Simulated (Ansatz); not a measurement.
`[SiH3][N]([SiH3])[GeH]([N]([SiH3])[SiH3])[N]([SiH3])[SiH3]`, relaxed with RKS PBE0-D4/def2-TZVP in the Gaussian-basis code of Ansatz from a PBE-D4/def2-SVP geometry. The force threshold is 0.005 eV/Å; the program also tests the step.

The species carries charge 0 and has multiplicity 1.

Start:

```xyz
29

Si    2.202    0.904   -1.189
N     0.442    1.100   -1.256
Si   -0.317    1.934   -2.618
Ge   -0.561    0.628    0.235
N    -1.412   -0.969   -0.190
Si   -0.948   -1.790   -1.691
Si   -2.801   -1.523    0.755
N     0.651    0.226    1.584
Si    0.914   -1.479    1.991
Si    1.347    1.509    2.583
H     2.610   -0.511   -0.890
H     2.706    1.286   -2.556
H     2.845    1.816   -0.177
H    -1.801    1.938   -2.368
H     0.160    3.359   -2.735
H    -0.029    1.236   -3.919
H    -1.556    1.738    0.650
H    -1.696   -3.097   -1.684
H     0.527   -2.066   -1.752
H    -1.350   -1.022   -2.922
H    -2.635   -2.956    1.178
H    -4.090   -1.409   -0.019
H    -2.890   -0.644    1.973
H     1.355   -2.284    0.802
H     2.010   -1.485    3.025
H    -0.304   -2.128    2.593
H     2.847    1.416    2.622
H     0.938    2.823    1.975
H     0.837    1.450    4.000
```

(1) By how much does the energy fall, and how many steps does the optimiser take? (Best estimate.)

(2) Which bonds change most? (Best estimate.)

(3) Give the relaxed structure. (Best estimate.)

## Answers

(1) The calculation gave: 0.17 eV, in 7 steps.

(2) The calculation gave: N5–Si6 from 1.772 to 1.737 Å; N8–Si9 from 1.772 to 1.737 Å; Si1–N2 from 1.772 to 1.737 Å; N8–Si10 from 1.769 to 1.735 Å.

(3) The calculation gave: 
```xyz
29

Si    2.181    0.893   -1.206
N     0.456    1.091   -1.242
Si   -0.301    1.933   -2.557
Ge   -0.539    0.596    0.222
N    -1.396   -0.971   -0.211
Si   -0.976   -1.793   -1.683
Si   -2.747   -1.509    0.736
N     0.644    0.208    1.575
Si    0.924   -1.449    2.013
Si    1.312    1.490    2.535
H     2.572   -0.515   -0.949
H     2.676    1.307   -2.548
H     2.825    1.757   -0.181
H    -1.768    1.918   -2.309
H     0.158    3.346   -2.639
H    -0.011    1.275   -3.856
H    -1.531    1.691    0.633
H    -1.773   -3.050   -1.702
H     0.470   -2.124   -1.739
H    -1.325   -0.997   -2.890
H    -2.571   -2.917    1.175
H    -4.022   -1.415   -0.026
H    -2.834   -0.624    1.929
H     1.396   -2.255    0.859
H     1.976   -1.430    3.066
H    -0.292   -2.095    2.575
H     2.794    1.408    2.590
H     0.909    2.775    1.903
H     0.792    1.457    3.929
```
